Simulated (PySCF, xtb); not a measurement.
C4H4N, SMILES C1C=C[N]C=1, multiplicity 2.

Coordinates come from a B3LYP-D3(BJ)/def2-SVP optimisation. The isomer is the one that the SMILES or the coordinates give; other isomers of the formula were not compared.

Calculation: C-PCM-B3LYP/def2-SVP (PySCF).

The values are the electrostatic part of the solvation free energy, E(continuum) − E(gas) at the gas-phase geometry, in a cavity of scaled van der Waals radii (PySCF's table); cavitation and dispersion terms are not included. The dipole moment in vacuum is 1.94 D.

Estimate the values in water (ε = 78.36), methanol (ε = 32.61), chloroform (ε = 4.71). (An estimate is asked for; the answer gives what the named calculation found.)


```
solvent         ε  ΔG(elec) (kcal/mol)  dipole (D)
----------  -----  -------------------  ----------
water       78.36                 -4.6        2.54
methanol    32.61                 -4.5        2.52
chloroform   4.71                 -3.6        2.39
```

For comparison, GFN2-xTB/ALPB(water) (xtb, at the GFN2-xTB geometry, all terms of that model) gives -2.7 kcal/mol.
